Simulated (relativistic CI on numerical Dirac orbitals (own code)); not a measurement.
Crystal-field levels of Mn⁴⁺, 3d3

Calculated by Dirac-Coulomb-Breit CI, KLI orbitals optimised for each configuration, model QED (radiative potential, 1s self-energy scaled to tabulated hydrogen-like ionisation energies), valence Slater integrals scaled by 0.9, one configuration in a parametric crystal field (own radial code). With so little scaling, terms lie 10 to 35 % too far apart, which can change the order of excited levels.

Field parameters in Wybourne normalisation: Oh B⁴₀ = 21Dq, B⁴₄ = √(5/14) B⁴₀. The field is a parameter set, without covalency.

S is read from ⟨S²⟩ = S(S + 1).

Levels (cm⁻¹, degeneracy): 0 (4), 12860 (2), 12944 (4), 13065 (4), 13112 (2), 20990 (2), 20998 (4), 21234 (4), 21426 (4), 21507 (2), 22622 (4), 22730 (2).

(1) Which field gives this pattern?
A. Oh, 10Dq = 29000 cm⁻¹
B. Oh, 10Dq = 37000 cm⁻¹
C. Oh, 10Dq = 25000 cm⁻¹
D. Oh, 10Dq = 13000 cm⁻¹

## Answers

(1) D. Oh, 10Dq = 13000 cm⁻¹, ground level with S = 1.50.
